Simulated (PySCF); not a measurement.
Compound: C₅H₉NO.
Cartesian coordinates in Å at the GFN2-xTB level; atoms count from 1:
```xyz
16
C5H9NO angstrom
C     -2.5502    0.7051   -0.1084
C     -1.9727   -0.6639   -0.1667
C     -0.6733   -0.9563   -0.1057
C      0.4001    0.0497    0.0253
O      0.2213    1.2521    0.1003
N      1.6479   -0.4933    0.0560
C      2.8363    0.3094    0.1890
H     -3.6203    0.6905   -0.2964
H     -2.0560    1.3541   -0.8283
H     -2.3639    1.1450    0.8707
H     -2.6784   -1.4806   -0.2595
H     -0.3537   -1.9890   -0.1533
H      1.7618   -1.4920   -0.0040
H      2.5178    1.3503    0.2273
H      3.5019    0.1660   -0.6650
H      3.3740    0.0617    1.1073
```

Computed, not measured: B3LYP/def2-SVPD in PySCF (dipole) on a GFN2-xTB geometry, gas phase.

Take the most abundant isotopes and a rigid rotor. The values belong to one conformer with, in the numbering `[CH3:1]/[CH:2]=[CH:3]\[C:4](=[O:5])[NH:6][CH3:7]`, C2–C3–C4–O5 0°, C3–C4–N6–C7 180°.

Q: Give the principal moments of inertia and the rotational constants in GHz.

A: Ia = 68.82, Ib = 335.52, Ic = 398.10 u·Å²; 505379 MHz·u·Å²/I gives 7343, 1506 and 1269 MHz, that is A = 7.3434, B = 1.5062, C = 1.2695 GHz.

Q: What kind of rotor is it?

A: A near-prolate asymmetric top: κ = (2 × 1506 − 7343 − 1269)/(7343 − 1269) = -0.92.

Q: What does the inertial defect say?

A: Not planar: Δ = Ic − Ia − Ib = -6.24 u·Å². For a rigid frame Δ = −2 Σ m c², so Σ m c² = 3.12 u·Å² lies off the ab plane, practically all of it from hydrogen. The atom farthest from that plane is 0.93 Å away.

Q: Give the other two planar moments, Paa and Pbb, and the rms extents of the mass along the axes.

A: Paa = Σ m a² = (Ib + Ic − Ia)/2 = 332.40 and Pbb = Σ m b² = (Ia + Ic − Ib)/2 = 65.70 u·Å². With the mass M = 99.07 u, the rms extents √(P/M) along a, b and c are 1.83, 0.81, 0.18 Å.

Q: List the rotational levels J(Ka,Kc) to J = 5 (MHz).

A: Above 0(0,0):
J = 1: 1(0,1) 2776, 1(1,1) 8613, 1(1,0) 8850
J = 2: 2(0,2) 8320, 2(1,2) 13928, 2(1,1) 14638, 2(2,1) 32149, 2(2,0) 32156
J = 3: 3(0,3) 16619, 3(1,3) 21895, 3(1,2) 23316, 3(2,2) 40476, 3(2,1) 40512, 3(3,1) 70258, 3(3,0) 70259
J = 4: 4(0,4) 27652, 4(1,4) 32511, 4(1,3) 34877, 4(2,3) 51574, 4(2,2) 51679, 4(3,2) 81375, 4(3,1) 81376, 4(4,1) 123051, 4(4,0) 123051
J = 5: 5(0,5) 41391, 5(1,5) 45768, 5(1,4) 49316, 5(2,4) 65437, 5(2,3) 65681, 5(3,3) 95276, 5(3,2) 95280, 5(4,2) 136945, 5(4,1) 136945, 5(5,1) 190531, 5(5,0) 190531

Q: Which lines would a microwave search look for?

A: The dipole components are |μa| = 0.81 D, |μb| = 3.00 D, |μc| = 0.02 D. The squared components, which scale the intensities, stand as 0.07 : 1.00 : 0.00 (a : b : c). Some lines, for components of 0.1 D or more:

```json
{"type": "a", "branch": "Q", "J(Ka,Kc)": "2(1,1) ← 2(1,2)", "MHz": "710", "lower level (cm⁻¹)": "0.465"}
{"type": "a", "branch": "R", "J(Ka,Kc)": "1(0,1) ← 0(0,0)", "MHz": "2776", "lower level (cm⁻¹)": "0.000"}
{"type": "a", "branch": "R", "J(Ka,Kc)": "2(1,2) ← 1(1,1)", "MHz": "5315", "lower level (cm⁻¹)": "0.287"}
{"type": "a", "branch": "R", "J(Ka,Kc)": "2(0,2) ← 1(0,1)", "MHz": "5544", "lower level (cm⁻¹)": "0.093"}
{"type": "a", "branch": "R", "J(Ka,Kc)": "2(1,1) ← 1(1,0)", "MHz": "5788", "lower level (cm⁻¹)": "0.295"}
{"type": "b", "branch": "Q", "J(Ka,Kc)": "1(1,0) ← 1(0,1)", "MHz": "6074", "lower level (cm⁻¹)": "0.093"}
{"type": "b", "branch": "Q", "J(Ka,Kc)": "2(1,1) ← 2(0,2)", "MHz": "6318", "lower level (cm⁻¹)": "0.278"}
{"type": "b", "branch": "R", "J(Ka,Kc)": "1(1,1) ← 0(0,0)", "MHz": "8613", "lower level (cm⁻¹)": "0.000"}
{"type": "b", "branch": "R", "J(Ka,Kc)": "2(1,2) ← 1(0,1)", "MHz": "11152", "lower level (cm⁻¹)": "0.093"}
{"type": "b", "branch": "Q", "J(Ka,Kc)": "2(2,0) ← 2(1,1)", "MHz": "17519", "lower level (cm⁻¹)": "0.488"}
{"type": "b", "branch": "Q", "J(Ka,Kc)": "2(2,1) ← 2(1,2)", "MHz": "18222", "lower level (cm⁻¹)": "0.465"}
{"type": "b", "branch": "R", "J(Ka,Kc)": "2(2,1) ← 1(1,0)", "MHz": "23300", "lower level (cm⁻¹)": "0.295"}
{"type": "b", "branch": "R", "J(Ka,Kc)": "2(2,0) ← 1(1,1)", "MHz": "23543", "lower level (cm⁻¹)": "0.287"}
```

Whether it is a minimum is left open (no frequencies). No vibrational averaging or centrifugal distortion is included, and the geometry carries the error of its method. A rigid rotor knows nothing of internal rotation, which can split or shift real lines. Quadrupole hyperfine structure (14N) is left out.

On an Arm Neoverse N1 with one thread, no GPU, shared host, this took 55 s. This is the B3LYP/def2-SVPD job that gave the dipole, with the excitations it also computed.
